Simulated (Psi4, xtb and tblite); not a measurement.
Relaxed torsion scan: SMILES C(C[SiH2]C(F)(F)F)(C)(C)C (C6H13F3Si). Scanned: dihedral C2–C5–Si6–C7; all other coordinates were relaxed at GFN2-xTB. Points at φ and −φ are mirror images. Heavy atoms are numbered in the order of the SMILES CC(C)(C)C[SiH2]C(F)(F)F, hydrogens after them in the order of the atoms that carry them; the mirror image has the same energies with the sign of each dihedral reversed.

- PBE/def2-SVP // GFN2-xTB (Psi4)
- GFN2-xTB (xtb and tblite)
- PBE-D3(BJ)/def2-SVP // GFN2-xTB (Psi4)

Energies relative to the lowest point of each profile, in kJ/mol:

```csv
φ / °,PBE/def2-SVP,GFN2-xTB
-150,2.1,2.5
-120,3.6,5.6
-90,2.2,4.8
-60,0.0,6.8
-30,3.1,11.4
0,9.7,17.3
30,3.1,11.4
60,0.0,6.8
90,2.2,4.8
120,3.6,5.6
150,2.1,2.5
180,0.4,0.0
```

Question: What does PBE-D3(BJ)/def2-SVP give at the same points?

Answer: -150: 3.7; -120: 4.8; -90: 2.4; -60: 0.0; -30: 3.2; 0: 10.3; 30: 3.2; 60: 0.0; 90: 2.4; 120: 4.8; 150: 3.7; 180: 2.1 (kJ/mol).
